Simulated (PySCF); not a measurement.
How the method changes the constants of CsGe

State: ⁴Σ⁻ (quartet), unpaired electrons σ ↑, π ↑↑. Set-up: PySCF, scalar-relativistic core potentials, basis sets Cs def2-SVP with ECP46, Ge def2-SVP. De refers to Cs + Ge in their high-spin ground configurations, without counterpoise correction. The functionals are run spin-unrestricted. A positive dipole means Cs(−)Ge(+).

```tsv
Level	Re (Å)	ωe (cm⁻¹)	De (eV)	μ (D)	CPU s a point (SCF and correlation, without the integrals)
UHF	3.520	107	1.16	-12.50	0.13
UHF-MP2	3.436	115	1.45	n/a	0.22
UHF-SCS-MP2	3.449	113	1.32	n/a	n/a
UHF-CCSD	3.446	113	1.34	n/a	n/a
UHF-CCSD(T)	3.443	113	1.37	n/a	7
PBE	3.398	107	1.59	-9.10	0.51
PW91	3.392	108	1.63	-9.15	0.35
r²SCAN	3.407	110	1.75	-10.49	0.68
TPSSh	3.402	109	1.70	-10.26	0.75
PBE0	3.388	111	1.59	-10.25	0.87
B97-3	3.419	111	1.49	-10.99	0.46
ωB97X	3.373	119	1.51	-11.52	0.69
```

**Question.** Which functional lies closest to UHF-CCSD(T) in De, which farthest, and by how much do they differ from it?

**Answer.** Closest is B97-3 (-2.4 pm in Re, -1.8 % in ωe, +0.12 eV in De against UHF-CCSD(T) in the same basis), farthest r²SCAN (-3.6 pm in Re, -2.7 % in ωe, +0.38 eV in De). CCSD(T) converges more slowly with the basis than the functionals do and binds too weakly in this one, so the order can change at the basis-set limit.

**Question.** What does a quarter of exact exchange do here, going from PBE to PBE0?

**Answer.** PBE0 less PBE: -1.0 pm in Re, +3.7 % in ωe, +0.00 eV in De. Exact exchange removes part of the self-interaction that spreads semilocal densities, and in most molecules shortens and stiffens the bond and lowers De; so it does here.

**Question.** What does the step from GGA to meta-GGA do here, going from PBE to r²SCAN?

**Answer.** r²SCAN less PBE: +0.9 pm in Re, +2.8 % in ωe, +0.16 eV in De. 

Correlated steps freeze 9 core orbitals. Correlated levels converge slowly with the basis: in double zeta they bind strong bonds too weakly, by up to about 1 eV, and carry superposition errors of some tenths. These are scalar-relativistic numbers at best; spin–orbit coupling would shift them, the dissociation energy most. The state was picked by a PBE0 search and need not be the measured ground state.

The whole job (state search and all levels along the bond) took about 2.4 min on 1 thread of Intel Xeon 6975P-C (shared host), peak memory 0.73 GiB.
